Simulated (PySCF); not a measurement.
## The third ionisation energy along group 15

All values are computed (PySCF 2.14, energy differences of UHF-based or UKS calculations, no spin-orbit coupling). Values in eV. The last column holds reference values (NIST; (s) semi-empirical, (t) theoretical, else measured). Unmarked ones compare directly (S terms, centres of terms, or small fine structure); those marked * lie between the lowest fine-structure levels and include a spin-orbit shift.

```csv
element,configurations,UHF,MP2 (valence),SCS-MP2 (valence),reference
"P (x2c-TZVPall, spin-free X2C)",[Ne] 3s2 3p1 → [Ne] 3s2,29.574,29.845,29.833,30.203 *
"As (x2c-TZVPall, spin-free X2C)",[Ar] 3d10 4s2 4p1 → [Ar] 3d10 4s2,27.391,27.653,27.645,28.349 ± 0.012 *
"Sb (x2c-TZVPall, spin-free X2C)",[Kr] 4d10 5s2 5p1 → [Kr] 4d10 5s2,24.098,24.301,24.290,25.323 *
```

"Valence" correlates the outer s and p shells and, in groups 3 to 12 and the f block, the outer d or f shell, open or full, or the next shell where the ion has no valence electron left; the wider scheme adds the next inner shell.
